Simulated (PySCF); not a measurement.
A GIAO shielding run with PySCF (density fitting, non-relativistic, gas phase) on `FC(CN[SiH2]N)(F)F`, C2H7F3N2Si:

```
$ OMP_NUM_THREADS=1 python probes_run.py task.json out

{"job": {"kind": "nmr", "xc": "PBE0", "basis": "pcSseg-1"}, "charge": 0, "multiplicity": 1}
N      2.700308     0.295493     0.505250
Si     1.301736     0.360046    -0.493636
N      0.165254    -0.541562     0.454665
C     -1.130869    -0.880366    -0.031498
C     -2.105467     0.298398    -0.013775
F     -1.790313     1.244975    -0.908413
F     -2.143361     0.900942     1.184135
F     -3.364209    -0.083284    -0.289678
H      3.511878     0.811692     0.211637
H      2.980925    -0.595902     0.881679
H      1.040302     1.784326    -0.693180
H      1.316454    -0.361537    -1.773759
H      0.156764    -0.334319     1.442889
H     -1.056167    -1.215436    -1.068478
H     -1.587648    -1.675475     0.570250
```

Hardware: 1 thread of an Arm Neoverse N1, shared host. The job also computes population analyses, field gradients.

Question: How large is the calculation?

Answer: 74 electrons, 178 basis functions and 940 auxiliary functions.

Question: How long does it take, and how much memory does it need?

Answer: 44 s of wall time, with 12 SCF cycles and 4 response iterations; peak memory 0.8 GiB. Times on a shared host scatter by some tens of per cent.
